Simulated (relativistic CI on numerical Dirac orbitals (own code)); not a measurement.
**What each ingredient does to the levels of Ir XXXVI**

Base calculation: Dirac-Coulomb-Breit CI, separate exchange-only KLI orbitals for each configuration, a model potential for QED, unscaled Slater integrals.

Configuration list (outside the closed core [Ar] 3d10): 4s²4p⁶4d⁶, 4s²4p⁶4d⁵4f, 4s²4p⁵4d⁷, 4s4p⁶4d⁷, 4s²4p⁵4d⁶4f, 4s4p⁶4d⁶4f, 4s²4p⁶4d⁵5s, 4s²4p⁶4d⁴4f5s, 4s²4p⁶4d⁵5d, 4s²4p⁶4d⁵6s, 4s4p⁶4d⁶5s, 4p⁶4d⁸, 4p⁵4d⁹, 4p⁵4d⁸4f, 4s²4p⁶4d⁴5s², 4s²4p⁶4d³4f5s², 4s²4p⁵4d⁴4f5s², 4s4p⁶4d⁴4f5s². Double excitations out of closed p, d and f shells are left out; levels of such configurations are missing from the list, as are those of other unlisted configurations, and high levels can miss mixing partners.

Variants: (1) P86 correlation estimate; (2) one mean potential for all configurations; (3) only the first configuration. Shifts of the energy above 4s²4p⁶4d⁶ ³F4, in cm⁻¹, for the lowest level and the first level of each name with at least 55 % of one term (blank where a level changes its place among those of its configuration and J or its character, or is not in the variant):

| Level | Base | Δ(1) | Δ(2) | Δ(3) |
| --- | --- | --- | --- | --- |
| 4s²4p⁶4d⁶ ³F4 | 0 | 0 | 0 | 0 |
| 4s²4p⁶4d⁶ ⁵D3 | 145598 | 0 | +7 | +192 |
| 4s²4p⁶4d⁶ ³G5 | 181865 | +1 | +9 | +2628 |
| 4s²4p⁶4d⁶ ³H6 | 181975 | +1 | +9 | +3952 |
| 4s²4p⁶4d⁶ ³P1 | 257078 | -1 | +7 | -1209 |
| 4s²4p⁶4d⁶ ⁵D0 | 332022 | -3 | +12 | -3894 |
| 4s²4p⁶4d⁶ ³H5 | 353783 | 0 | +16 | +2221 |
| 4s²4p⁶4d⁶ ¹I6 | 366716 | 0 | +17 | +3645 |
| 4s²4p⁶4d⁶ ¹D2 | 521012 | -2 | +15 | -3895 |
| 4s²4p⁶4d⁶ ¹S0 | 578272 | -4 | +16 | -6895 |
| 4s²4p⁵4d⁷ ⁵G°6 | 1552708 | +1477 | -378 |  |
| 4s²4p⁵4d⁷ ³P°0 | 1588824 | +1469 | -387 |  |
| 4s²4p⁵4d⁷ ⁵G°5 | 1722295 | +1462 | -394 |  |

At this charge energies of transitions that change n are usually good to better than 1 %, and those within a shell (Δn = 0) to a few per cent. Terms inside the open d or f shell come out 10 to 20 % too wide with unscaled integrals.

Ionisation energy from the two ground configurations alone: base 1548.22 eV; P86 correlation estimate 1550.32 eV. The NIST ASD value (theoretical) is 1548 eV.

LS names give the leading component of a level, which can be under half, so a name can repeat, a term be missing and a line seem to break the LS rules.
